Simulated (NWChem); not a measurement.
Species: CH3NOSi; SMILES O=C=N[SiH3]

### Question
Give the equilibrium geometry at PBE-D3(BJ)/def2-SVP (NWChem) as an XYZ file, with the point group.

### Answer
point group C3v; any orientation.
```
7

Si     0.0791    -1.5674     0.0023
N      0.0063     0.1595     0.0012
C     -0.0450     1.3667     0.0004
O     -0.0952     2.5479    -0.0004
H      0.8768    -2.0262     1.1880
H     -1.3142    -2.1194     0.0834
H      0.7371    -2.0336    -1.2635
```
